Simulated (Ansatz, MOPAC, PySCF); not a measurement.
Species: GeS, net charge 0, singlet state. SMILES: [Ge]=[S]
Structure (B3LYP-D3(BJ)/def2-TZVP (Ansatz, a program for electronic structure) minimum search):
```
Ge
S 1 2.0285
```

Unscaled harmonic wavenumbers (cm⁻¹) in rising order, each level at the stationary point that it reaches from this structure (no distance between atoms moves by over 0.3 Å); the order of modes can differ between levels, and a negative number is imaginary. B3LYP-D3(BJ)/def2-TZVP (PySCF, at the structure above): 575.

AM1 (MOPAC): 460. Zero-point energy 0.7 against 0.8 kcal/mol; where all levels lie over 400 cm⁻¹, the wavenumbers are on average 0.801 times those of B3LYP-D3(BJ)/def2-TZVP.

PM6 (MOPAC): 543. Zero-point energy 0.8 against 0.8 kcal/mol; where all levels lie over 400 cm⁻¹, the wavenumbers are on average 0.946 times those of B3LYP-D3(BJ)/def2-TZVP.

PM7 (MOPAC): 472. Zero-point energy 0.7 against 0.8 kcal/mol; where all levels lie over 400 cm⁻¹, the wavenumbers are on average 0.821 times those of B3LYP-D3(BJ)/def2-TZVP.

HF/6-31G* with LANL2DZ past Ar (Ansatz): 586. Zero-point energy 0.8 against 0.8 kcal/mol; where all levels lie over 400 cm⁻¹, the wavenumbers are on average 1.020 times those of B3LYP-D3(BJ)/def2-TZVP.
